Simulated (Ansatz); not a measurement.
CBClF4, SMILES FB(Cl)C(F)(F)F.

Geometry: ωB97X-D3(BJ)/def2-SVP. The structure was generated by enumeration, and PubChem lists no compound with its InChIKey, so it may never have been made.

Two levels are set side by side: PBE/def2-SVPD (Ansatz, a first-principles code) and CAM-B3LYP/def2-SVPD (Ansatz). Energy differences of separate SCF runs at the same geometry; the states with an electron removed or added have multiplicity 2 and 2. Differences are taken from unrounded values.

```
quantity                           CAM-B3LYP
---------------------------------  ---------
vertical ionisation energy (eV)        12.80
vertical singlet–triplet gap (eV)       6.23
```

**Question.** What does PBE give, and how far is it from CAM-B3LYP? (An estimate is asked for; the answer gives what the named calculation found.)

**Answer.** 
```csv
quantity,PBE,PBE minus CAM-B3LYP
vertical ionisation energy (eV),11.86,-0.94
vertical singlet–triplet gap (eV),5.43,-0.80
```
